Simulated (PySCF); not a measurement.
**Electronic structure of P²⁺ (phosphorus, charge +2) at the UHF level**

Configuration: [Ne] 3s2 3p1, 2P determinant. Calculation: PySCF 2.14, in def2-SVP (4s3p1d, 18 functions); the non-relativistic Hamiltonian (point nucleus).

| Item | Value |
| --- | --- |
| Total energy | -339.526978 hartree |
| One-electron energy | -458.9320 hartree |
| Hartree (Coulomb) energy | 141.4244 hartree |
| Exchange energy | -22.0193 hartree |
| Kinetic energy | 339.34177 hartree |
| ⟨S²⟩ | 0.7602 |
| ⟨L²⟩ | 2.031 |
| Sum of ⟨r⟩ | 9.701 bohr |
| Sum of ⟨r²⟩ | 14.38 bohr² |
| Traceless quadrupole moment −½Σ⟨3z² − r²⟩ along its main axis | -1.92 e·bohr² |
| Density at the nucleus (Gaussians lack the cusp) | 1980 bohr⁻³ |
| Spin density at the nucleus | 0.0602 bohr⁻³ |
| Langevin diamagnetic susceptibility | -11.4 ×10⁻⁶ cm³/mol |
| Time after the integrals | 0.05 s of wall time on 1 thread of Neoverse-V1 (shared host) |

```json
{"shell": "1s α", "electrons": "1", "mean orbital energy (eV)": "-2200.2", "spread (eV)": "0", "rms radius, mean of both spins (bohr)": "0.120"}
{"shell": "1s β", "electrons": "1", "mean orbital energy (eV)": "-2200.0", "spread (eV)": "0", "rms radius, mean of both spins (bohr)": "0.120"}
{"shell": "2s α", "electrons": "1", "mean orbital energy (eV)": "-228.54", "spread (eV)": "0", "rms radius, mean of both spins (bohr)": "0.562"}
{"shell": "2s β", "electrons": "1", "mean orbital energy (eV)": "-228.27", "spread (eV)": "0", "rms radius, mean of both spins (bohr)": "0.562"}
{"shell": "2p α", "electrons": "3", "mean orbital energy (eV)": "-171.25", "spread (eV)": "0.466", "rms radius, mean of both spins (bohr)": "0.539"}
{"shell": "2p β", "electrons": "3", "mean orbital energy (eV)": "-170.76", "spread (eV)": "0.641", "rms radius, mean of both spins (bohr)": "0.539"}
{"shell": "3s α", "electrons": "1", "mean orbital energy (eV)": "-39.958", "spread (eV)": "0", "rms radius, mean of both spins (bohr)": "1.90"}
{"shell": "3s β", "electrons": "1", "mean orbital energy (eV)": "-37.009", "spread (eV)": "0", "rms radius, mean of both spins (bohr)": "1.90"}
{"shell": "3p α", "electrons": "1", "mean orbital energy (eV)": "-29.853", "spread (eV)": "0", "rms radius, mean of both spins (bohr)": "2.18"}
```
